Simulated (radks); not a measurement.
Question: All-electron atom: Pb in [Hg] 6p2. All-electron calculation, scalar-relativistic Kohn-Sham, Slater X-alpha with alpha = 0.979, spin-unpolarised, spherical densities, finite nucleus; Fermi nuclear charge, rms radius 5.5012 fm. Program: a radial shooting solver on a logarithmic mesh with Libxc functionals. Some entries of the table are withheld. Estimate them.

| orbital | occ. | eigenvalue (eV) | <r^2> (bohr^2) | r(max) (bohr) |
|---|---|---|---|---|
| 1s | 2 | -88411.84 | 0.0003566 | 0.009837 |
| 2s | 2 | -15879.25 | 0.005396 | 0.05705 |
| 2p | 6 | -13648.61 | 0.004588 | 0.04747 |
| 3s | 2 | -3831.404 | (1) | (2) |
| 3p | 6 | -3189.977 | 0.03578 | 0.1606 |
| 3d | 10 | -2534.070 | 0.02958 | 0.1307 |
| 4s | 2 | -877.3349 | 0.1647 | 0.3606 |
| 4p | 6 | -666.0303 | 0.1881 | 0.3801 |
| 4d | 10 | -420.5805 | 0.2099 | (3) |
| 5s | 2 | -152.0526 | 0.7969 | (4) |
| 4f | 14 | -148.4977 | 0.2366 | 0.3453 |
| 5p | 6 | -92.6550 | 1.042 | 0.8707 |
| 5d | 10 | -26.0033 | 1.836 | 1.048 |
| 6s | 2 | -14.2588 | 5.549 | 1.905 |
| 6p | 2 | -4.7422 | 10.89 | 2.494 |

Answer: 
(1) 3s <r^2> (bohr^2): 0.03461
(2) 3s r(max) (bohr): 0.1606
(3) 4d r(max) (bohr): 0.3852
(4) 5s r(max) (bohr): 0.7811
